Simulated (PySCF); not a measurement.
Bonds (- single, = double, # triple, : aromatic): C1-O2, O2-Si3, Si3-O4, O4-C5, C5-C6, C6=O7, C6-N8, N8-C9, N8-C10. C1 carries H11, H12, H13; Si3 carries H14, H15; C5 carries H16, H17; C9 carries H18, H19, H20; C10 carries H21, H22, H23.

[PySCF 2.14.0 with density-fitted response routines: geometry from PBE0-D3(BJ)/def2-SVP; B3LYP/pcSseg-1 with gauge-including orbitals; non-relativistic; fast rotation and ring inversion assumed for equivalent nuclei; one conformer; isolated molecule]

Problem. Predict the 2D correlation tables (HSQC, COSY, HMBC).

Solution. 

HSQC (one-bond C–H):
```
                δH          δC
    4.48 (H16/H17)   65.9 (C5)
3.56 (H11/H12/H13)   53.1 (C1)
3.05 (H21/H22/H23)  34.5 (C10)
2.66 (H18/H19/H20)   34.6 (C9)
```

HMBC (two and three bonds, from the bond graph):
```
                δH                      δC
    4.86 (H14/H15)    65.9 (C5), 53.1 (C1)
    4.48 (H16/H17)              177.7 (C6)
3.05 (H21/H22/H23)   177.7 (C6), 34.6 (C9)
2.66 (H18/H19/H20)  177.7 (C6), 34.5 (C10)
```

No COSY cross peaks are expected.

Chemical shifts δ = σref − σ; 1H (31.38 ppm), 13C (179.24 ppm) vs TMS, all at this level.

Short H···H contacts in this conformer between protons four or more bonds apart (candidates for NOE cross peaks, intensity ∝ r⁻⁶): H16···H19 2.19 Å, H18···H21 2.56 Å, H12···H15 2.70 Å.

The two substituents on the amide-type nitrogen aren't averaged: C–N rotation is slow on the NMR time scale. Shifts are as computed. Against solution values, carbons near 30 ppm lie about +2 ppm off and those near 130 ppm about +6 ppm. Of 1313 compounds with measured shifts, 239 miss one by over three times the rms of a fit or turn the order of signals round; such compounds aren't used in these exercises.
